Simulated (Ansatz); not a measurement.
Reaction (formal exchange of groups at the Si–C bond): `FC[SiH2]CBr` + CH₄ → `C[SiH2]CBr` + `CF`

Gas-phase electronic energies from Ansatz, PBE0-D4/def2-TZVP geometries. CCSD(T)/CBS is the MP2 limit (def2-TZVPP, def2-QZVPP) plus CCSD(T) − MP2 in def2-TZVPP, frozen cores. This one scheme is used for every species. Functionals use def2-TZVPP. B3LYP here is the variant with VWN-RPA as its local correlation; programs differ in this. For Br outer-core shells are correlated without core-valence functions, which leaves a few kJ/mol of doubt a bond. Scalar relativity is left out up to krypton. Each species was taken in one conformer, which may not be the lowest.

`FC[SiH2]CBr`:

Cartesian coordinates in Å:
```
F -1.574 0.785 -1.339
C -0.477 -0.062 -1.491
Si -0.026 -0.802 0.189
C 0.377 0.582 1.393
Br 1.946 1.551 0.769
H -0.741 -0.838 -2.217
H 0.350 0.523 -1.904
H -1.185 -1.571 0.718
H 1.150 -1.697 0.031
H 0.612 0.219 2.392
H -0.432 1.309 1.460
```

CH₄:

```xyz
5

C     0.000    0.000    0.000
H    -0.486   -0.638    0.737
H    -0.103   -0.444   -0.990
H     1.057    0.099    0.245
H    -0.468    0.984    0.007
```

`C[SiH2]CBr`:

```xyz
11

C     0.237    1.174    1.034
Si    0.209    0.380   -0.652
C    -0.538   -1.347   -0.581
Br    0.514   -2.483    0.603
H     0.832    0.578    1.729
H     0.673    2.175    0.980
H    -0.774    1.266    1.439
H     1.577    0.269   -1.221
H    -0.633    1.176   -1.593
H    -1.553   -1.349   -0.184
H    -0.542   -1.839   -1.553
```

`CF`:

Z-matrix (Å, degrees):
```
C
F 1 1.376
H 1 1.092 2 109.1
H 1 1.092 2 109.1 3 -120.0
H 1 1.092 2 109.1 3 120.0
```

(1) Is it downhill or uphill in electronic energy at CCSD(T)/CBS, and by how much? (An estimate is asked.)

(2) What do these levels give: B3LYP-D4, ωB97M-V, B2PLYP, PBE, PBE0, HF/def2-TZVPP, SCS-MP2/def2-TZVPP, HF/def2-QZVPP, MP2/def2-QZVPP, HF/CBS(def2), MP2/CBS(def2), CCSD/CBS(def2)? (An estimate is asked.)

Largest T1 diagnostic among the species: 0.010.

Answers

(1) The calculation gave: Downhill: ΔE = -15.1 kJ/mol.

(2) The calculation gave: B3LYP-D4 -11.2, ωB97M-V -12.5, B2PLYP -13.8, PBE -11.0, PBE0 -14.7, HF/def2-TZVPP -19.2, SCS-MP2/def2-TZVPP -16.7, HF/def2-QZVPP -19.8, MP2/def2-QZVPP -17.3, HF/CBS(def2) -19.9, MP2/CBS(def2) -17.1, CCSD/CBS(def2) -15.9 kJ/mol.

From PBE to PBE0 (25 % exact exchange), in def2-TZVPP and without D4, ΔE moves by −3.6 kJ/mol.
